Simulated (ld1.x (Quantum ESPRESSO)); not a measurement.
## B (Z = 5), ultrasoft: configuration errors across variants

ld1.x (Quantum ESPRESSO) 7.5 input, shortened:

```
&input
   title='B', zed=5., rel=1, dft='PBE', iswitch=3,
   config='[He] 2s1.5 2p1.5'
 /
 &inputp
   pseudotype=3, tm=.true., lloc=-2, rcloc=3.60,
   nlcc=.true.
 /
4
2S  1  0   1.50   0.00  1.35  1.65  0.0
2S  1  0   0.00  -0.20  1.35  1.65  0.0
2P  2  1   1.50   0.00  2.65  3.65  0.0
2P  2  1   0.00   3.05  2.65  3.65  0.0
 &test
   configts(1)='2s1.5 2p1.5'
 /
```

All-electron excitation energies from the reference (eV): (1) 2s2 2p1 -2.922; (2) 2s2 2p0 5.297; (3) 2s1 2p0 30.720; (4) 2s1 2p1 11.439; (5) 2s2 2p1.3 -3.660; (6) 2s1 2p2 2.929; (7) 2s2 2p0.5 -0.035.

The default core radius of the base comes out at 0.67 bohr.

The overlap operator is not positive definite (basis up to 400 Ry) in “base”, “local potential all-electron potential smoothed inside 2.62 bohr (lloc = -2)”, “wave 2s channel at -0.2 Ry: rcut 1.35, rcutus 1.65 bohr becomes 2s channel at 1.75 Ry: rcut 1.35, rcutus 1.65 bohr”, “core correction a·sin(br)/r model core inside 2.00 bohr”, “waves 2s (bound): rcut 1.24, rcutus 1.32 bohr; 2s channel at -0.2 Ry: rcut 1.24, rcutus 1.32 bohr”, “waves 2p (bound): rcut 2.65, rcutus 3.60 bohr; 2p channel at 3.05 Ry: rcut 2.65, rcutus 3.60 bohr”. Such files are unfit for use, however small their errors in these radial tests.

2 further variants failed, have other tests or another functional or relativity, and are left out.

Errors AE − PS in meV (a dash: test not solved or not reliable):

```tsv
change	(1)	(2)	(3)	(4)	(5)	(6)	(7)	bound ghosts
base	-3.1	+69	+256	-224	-28	-3.7	-7.8	not determined (overlap not positive)
local potential all-electron potential smoothed inside 2.62 bohr (lloc = -2)	-3.2	+66	+229	-230	-28	-3.8	-8.3	not determined (overlap not positive)
wave 2s channel at -0.2 Ry: rcut 1.35, rcutus 1.65 bohr becomes 2s channel at 1.75 Ry: rcut 1.35, rcutus 1.65 bohr	-3.2	+67	+242	-227	-28	-3.7	-8.0	not determined (overlap not positive)
core correction a·sin(br)/r model core inside 2.00 bohr	-1.9	+81	+272	-223	-28	-3.0	-2.8	not determined (overlap not positive)
waves 2s (bound): rcut 1.24, rcutus 1.32 bohr; 2s channel at -0.2 Ry: rcut 1.24, rcutus 1.32 bohr	-3.1	+68	+251	-225	-28	-3.7	-7.9	not determined (overlap not positive)
all radii but the core radius scaled by about 1.27 (s 2.10, p 4.64 bohr, rcut 1.72/3.36); local potential all-electron potential smoothed inside 4.58 bohr (lloc = -2)	-9.4	+173	+556	-292	-55	-11	+7.2	not determined
local potential all-electron potential smoothed inside 1.35 bohr (lloc = -1)	-3.0	+67	+237	-159	-19	-3.5	-1.3	not determined
type TM; waves now 2p (bound): rc 3.65 bohr; 2s (bound): rc 1.65 bohr; local potential the s channel	-9.8	+226	+700	+6.3	-16	-9.7	+42	none
waves 2p (bound): rcut 2.65, rcutus 3.60 bohr; 2p channel at 3.05 Ry: rcut 2.65, rcutus 3.60 bohr	-3.1	+69	+256	-224	-28	-3.7	-7.8	not determined (overlap not positive)
type TM semilocal; waves now 2s (bound): rc 1.65 bohr; 2p (bound): rc 3.65 bohr; local potential the p channel	-9.9	+226	+700	-11	-19	-9.9	+41	none
```

Task: Give the same row for: augmentation PSQ, inside the norm-conserving radii.

Result: -0.6, +24, +94, -99, -13, -0.7, -7.1; bound ghosts: none.
